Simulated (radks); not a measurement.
The numbers below are computed, except where a source is named.
Valence configurations of Te (all share [Kr]). Code: a radial shooting solver on a logarithmic mesh with Libxc functionals. Model: Dirac Kohn-Sham, PBE, spin-unpolarised, spherical densities, point nucleus; open shells are shared between the two j in proportion to 2j + 1. Energies are relative to 4d10 5s2 5p4; eigenvalues in eV.

valence          E (eV)  e(4d3/2)  e(4d5/2)  e(5p1/2)  e(5p3/2)  e(5s1/2)
4d10 5s2 5p4      0.000   -42.485   -41.019    -6.500    -5.708   -15.092
4d10 5s1 5p5      9.220   -43.826   -42.355    -7.076    -6.245   -15.839
4d9.5 5s2 5p4.5  18.457   -45.601   -44.102    -7.082    -6.219   -16.021
4d10 5p6         18.630   -45.111   -43.635    -7.620    -6.751         -
4d9.5 5s1 5p5.5  28.064   -46.898   -45.394    -7.640    -6.739   -16.738
4d9 5s2 5p5      38.195   -48.714   -47.181    -7.658    -6.725   -16.930
4d9 5s1 5p6      48.177   -49.971   -48.434    -8.199    -7.229   -17.620
4d8 5s2 5p6      81.521   -54.934   -53.336    -8.794    -7.721   -18.700

NIST lists [Kr] 4d10 5s2 5p4 as the ground configuration; this level of theory agrees among the configurations tried. The energies are those of spherical spin-averaged densities, not of single terms.
